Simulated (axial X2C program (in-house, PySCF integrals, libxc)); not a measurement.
# Low determinants of N

Computed with an axial X2C code built on PySCF integrals, basis dyall-v3z (cores contracted in-house), spin-free (one-electron X2C) and two-component (2c, atomic mean-field Coulomb and Gaunt terms). Energies in eV from the lowest row of each column (rows without correlated energies are left out; n/a marks j-coupled starts, which PBE0 does not hold); electrons by l are Mulliken totals of the Hartree–Fock solution, and PBE0 can relax to another configuration under the same block occupation. Coupled cluster uses truncated natural virtuals with an MP2 remainder. Frozen shells in the correlated columns: 1 s.

Spin-free determinants:

```json
{"electrons by l": "s4 p3", "M_S, M_L": "3/2, 0", "HF": "0.00", "MP2": "0.00", "PBE0": "0.00"}
{"electrons by l": "s4 p3", "M_S, M_L": "1/2, 0", "HF": "1.57", "MP2": "1.70", "PBE0": "1.13"}
```

Two-component determinants:

| electrons by l | 2M_J | HF | MP2 | PBE0 |
| --- | --- | --- | --- | --- |
| s4 p3 | 3 | 0.00 | 0.00 | 0.00 |
| s4 p3 | 1 | 1.57 | 1.70 | 1.13 |

Ground level as tabulated from the NIST Atomic Spectra Database (leading term): 2S+1 = 4, L = 0, J = 3/2.

Single determinants need not be terms or J levels, so several rows can belong to one term; PBE0 has no current term and treats spin collinearly, and Hartree–Fock breaks spherical symmetry, which spreads rows that should be degenerate. The search is wide but not exhaustive and can miss a configuration; gaps between s and d configurations can be off by some tenths of an eV with this basis and core.

The run took 2.4 s on 1 thread of Arm Neoverse V1, with other jobs on the host.
